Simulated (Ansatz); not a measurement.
Consider the redistribution: `[BH2][GeH2][CH2][SiH3]` + `C=C([SiH3])[SiH2][SiH3]` → `[BH2][GeH2][SiH2][SiH3]` + `C=C([SiH3])C[SiH3]`.

Program: Ansatz. Geometries: PBE0-D4/def2-TZVP. ΔE: electronic, gas phase. CCSD(T)/CBS is the MP2 limit (def2-TZVPP, def2-QZVPP) plus CCSD(T) − MP2 in def2-TZVPP, frozen cores. For Ge outer-core shells are correlated without core-valence functions, which leaves a few kJ/mol of doubt a bond. Scalar relativity is left out up to krypton. Each species was taken in one conformer, which may not be the lowest.

| species | CCSD(T)/CBS(def2) energy (Eh) |
| --- | --- |
| `[BH2][GeH2][CH2][SiH3]` | -2433.41540 |
| `C=C([SiH3])[SiH2][SiH3]` | -949.32343 |
| `[BH2][GeH2][SiH2][SiH3]` | -2684.43536 |
| `C=C([SiH3])C[SiH3]` | -698.30281 |

Q: Work out ΔE.

A: ΔE = (-2684.43536) + (-698.30281) − (-2433.41540) − (-949.32343) = 0.00066 Eh = +0.02 eV.

Largest T1 diagnostic among the species: 0.013.

From PBE to PBE0 (25 % exact exchange), in def2-TZVPP and without D4, ΔE moves by +0.04 eV. In def2-TZVPP, CCSD(T) changes the Hartree–Fock value by −0.07 eV (the triples alone add −0.01 eV) and MP2 by −0.04 eV.
